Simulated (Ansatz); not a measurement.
Reaction (ligand exchange at a Zn–C bond): `N[CH2][Zn][F]` + `OB(O)O` → `OB(O)[O][Zn][F]` + CH₃NH₂

Isolated molecules relaxed with PBE0-D4/def2-TZVP in Ansatz; ΔE leaves out vibrations. CBS: MP2 limit from def2 TZ/QZ plus the TZ coupled-cluster correction, frozen cores. This one scheme is used for every species. For Zn outer-core shells are correlated without core-valence functions, which leaves a few kJ/mol of doubt a bond. Scalar relativity is left out up to krypton. One conformer a species, not always the lowest.

`N[CH2][Zn][F]`:

Cartesian coordinates in Å:
```
N -0.167 -0.762 0.991
C 0.234 -0.345 -0.350
Zn 0.099 1.577 -0.544
F -0.022 3.321 -0.713
H -1.157 -0.621 1.140
H 0.010 -1.751 1.128
H 1.297 -0.570 -0.480
H -0.292 -0.849 -1.172
```

`OB(O)O`:

Z-matrix (Å, degrees):
```
B
O 1 1.366
O 1 1.366 2 120.0
O 1 1.366 2 120.0 3 180.0
H 2 0.960 1 112.2 3 -0.0
H 3 0.960 1 112.2 2 180.0
H 4 0.960 1 112.2 2 0.0
```

`OB(O)[O][Zn][F]`:

Cartesian coordinates in Å:
```
O -0.561 -0.152 -1.946
B -0.188 0.046 -0.645
O 0.091 -0.990 0.251
O -0.070 1.293 -0.153
Zn 0.428 1.293 1.559
F 0.909 1.468 3.222
H -0.624 -1.065 -2.225
H 0.016 -1.892 -0.063
```

CH₃NH₂:

```xyz
7

C     0.241    0.431    0.280
N    -0.075   -0.715   -0.555
H    -0.603    0.846    0.850
H     0.649    1.232   -0.342
H     1.021    0.155    0.994
H    -0.789   -0.476   -1.232
H    -0.445   -1.473    0.004
```

```
          species  MP2/CBS(def2) energy (Eh)
  `N[CH2][Zn][F]`                -1973.34620
         `OB(O)O`                 -252.25597
`OB(O)[O][Zn][F]`                -2129.90767
           CH₃NH₂                  -95.71376
```

Question: Work out ΔE.

Answer: ΔE = (-2129.90767) + (-95.71376) − (-1973.34620) − (-252.25597) = -0.01926 Eh = -50.6 kJ/mol. CCSD(T)/CBS gives -54.5 kJ/mol.

Largest T1 diagnostic among the species: 0.016.

From PBE to PBE0 (25 % exact exchange), in def2-TZVPP and without D4, ΔE moves by −6.8 kJ/mol. In def2-TZVPP, CCSD(T) changes the Hartree–Fock value by +17.0 kJ/mol (the triples alone add +1.8 kJ/mol) and MP2 by +20.9 kJ/mol.
